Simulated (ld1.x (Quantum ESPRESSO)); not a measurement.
## What one change does to a pseudopotential (H (Z = 1), ultrasoft)

ld1.x (Quantum ESPRESSO) 7.5 input, shortened:

```
&input
   title='H', zed=1., rel=1, dft='PW91', iswitch=3,
   config='1s1 2p-2'
 /
 &inputp
   pseudotype=3, tm=.true., lloc=-1, rcloc=1.40,
   nlcc=.false.,
   which_augfun='PSQ', rmatch_augfun_nc=.true.
 /
3
1S  1  0   1.00   0.00  1.45  1.65  0.0
1S  1  0   0.00   1.40  1.45  1.65  0.0
2P  2  1  -2.00   0.30  1.25  1.45  0.0
 &test
   configts(1)='1s1'
 /
```

Change: all radii scaled by about 1.13 (s 1.86, p 1.64 bohr, rcut 1.64/1.42); local potential all-electron potential smoothed inside 1.58 bohr (lloc = -1).

Cutoffs: the cutoffs (Ry, on a coarse ladder) from which the occupation-weighted sum of valence levels, in a spherical-Bessel basis at the reference potential, stays within 10 and 1 mRy of its value at 400 Ry; they do not see the model core or the augmentation charge, which bear on the density cutoff. Errors are all-electron minus pseudo energies relative to the spin-unpolarised reference configuration.

Task: What does the change do?

Result: The potential gets softer (8 Ry and 15 Ry → 8 Ry and 12 Ry); neither file shows a bound ghost. A larger radius leaves more room for a smooth pseudo-wave, so fewer plane waves are needed.

```
                            quantity            base         changed
                       cutoff, loose            8 Ry            8 Ry
                       cutoff, tight           15 Ry           12 Ry
                        bound ghosts            none            none
   error for 1s0.5, meV [ΔE 4.79 eV]            +8.2             +12
lowest overlap eigenvalue by channel  s 0.88, p 0.95  s 0.55, p 0.96
```
